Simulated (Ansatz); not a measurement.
Geometry optimisation, RKS LDA/def2-SVP (Ansatz 0.2.0).

The input (input.yaml):

```yaml
crystal:
  periodic: [false, false, false]
  atoms:
    - { symbol: Sn, position_ang: [-1.019958, 0.391003, 0.436918] }
    - { symbol: H, position_ang: [1.515362, -0.696614, 1.471861] }
    - { symbol: O, position_ang: [2.042529, -0.089338, 0.891098] }
    - { symbol: H, position_ang: [1.890026, -0.537155, 0.027422] }
    - { symbol: H, position_ang: [-0.615213, 1.193455, -1.115299] }
    - { symbol: Cl, position_ang: [-0.227347, -1.760249, -0.348699] }
basis:
  gaussian: { orbitals: def2-SVP }
hamiltonian:
  xc: lda
relax:
  f_tol: 0.03
  max_steps: 50
```

Launched with:

```bash
$ ansatz run input.yaml --threads 1 --pin off --max-ram 2048MiB --backend cpu --events-out ev --progress --plain --runs-dir out
```

Where does it end, and by what steps?

The run converged. After 13 steps the energy has fallen by 0.598 eV; H4 moved furthest, 0.51 Å. Joined: Sn1–O3 (3.13 → 2.33 Å).

```csv
step,energy less start (eV),largest force component (eV/Å),accepted
0,0.0000,1.032,yes
1,-0.1999,1.342,yes
2,-0.4097,1.625,yes
3,-0.3946,2.786,no
4,-0.5024,0.390,yes
5,-0.5374,0.196,yes
6,-0.5707,0.115,yes
7,-0.5611,1.359,no
8,-0.5849,0.126,yes
9,-0.5942,0.134,yes
10,-0.5926,0.210,no
11,-0.5971,0.038,yes
12,-0.5975,0.036,yes
13,-0.5975,0.023,yes
```

```xyz
6
Properties=species:S:1:pos:R:3
Sn -0.717 0.292 0.517
H 1.810 -0.355 1.589
O 1.590 0.002 0.703
H 1.468 -0.816 0.121
H -0.377 1.233 -0.966
Cl -0.187 -1.855 -0.602
```

Whether the end is a true minimum wasn't checked by a vibrational analysis.

Time of the run: 21 s on 1 thread of Arm Neoverse V1 (shared host), peak memory 0.13 GiB.
